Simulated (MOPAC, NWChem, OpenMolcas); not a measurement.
# A ladder of methods for AlNH4O2 (SMILES [NH2][Al]([OH])[OH])

The species is AlNH4O2 (8 atoms), meant as a singlet with charge 0. As SMILES, `[NH2][Al]([OH])[OH]`. The coordinates come from a PBE0-D4/def2-TZVP relaxation. This is one conformer, not always the lowest.

```xyz
8

N    -0.4534    1.3709    0.1590
Al    0.0219   -0.3143   -0.0152
O     1.5694   -0.8061   -0.5009
O    -1.1401   -1.4961    0.3242
H     0.1328    2.1700   -0.0090
H    -1.3726    1.6620    0.4477
H     2.2870   -0.2138   -0.7127
H    -0.9528   -2.4298    0.2512
```

Quantity: the HOMO–LUMO gap, in eV. The values are calculated.

```json
{"level": "PM6", "kind": "semi-empirical", "program": "MOPAC", "value (eV)": "11.64", "CPU time": "under 2 s"}
{"level": "PM7", "kind": "semi-empirical", "program": "MOPAC", "value (eV)": "13.61", "CPU time": "under 2 s"}
{"level": "HF/6-311+G**", "kind": "Hartree–Fock", "program": "OpenMolcas", "value (eV)": "12.13", "CPU time": "19 s"}
{"level": "SVWN5/6-311+G**", "kind": "LDA", "program": "NWChem", "value (eV)": "4.68", "CPU time": "23 s"}
{"level": "revPBE/6-311+G**", "kind": "GGA", "program": "OpenMolcas", "value (eV)": "4.60", "CPU time": "44 s"}
{"level": "TPSS/6-311+G**", "kind": "meta-GGA", "program": "OpenMolcas", "value (eV)": "4.85", "CPU time": "52 s"}
{"level": "BHLYP/6-311+G**", "kind": "global hybrid", "program": "OpenMolcas", "value (eV)": "8.62", "CPU time": "39 s"}
{"level": "PBE0/6-311+G**", "kind": "global hybrid", "program": "NWChem", "value (eV)": "6.77", "CPU time": "33 s"}
{"level": "B2PLYP/6-311+G**", "kind": "double hybrid", "program": "OpenMolcas", "value (eV)": "8.77", "CPU time": "32 s"}
```

The values span 4.60 to 13.61 eV. Orbital gaps aren't excitation energies, and those of double hybrids come from the SCF part alone; they tend to grow with the share of exact exchange. Times are those of the runs behind each value, whatever else they computed, on shared processors of several kinds: orders of magnitude only.
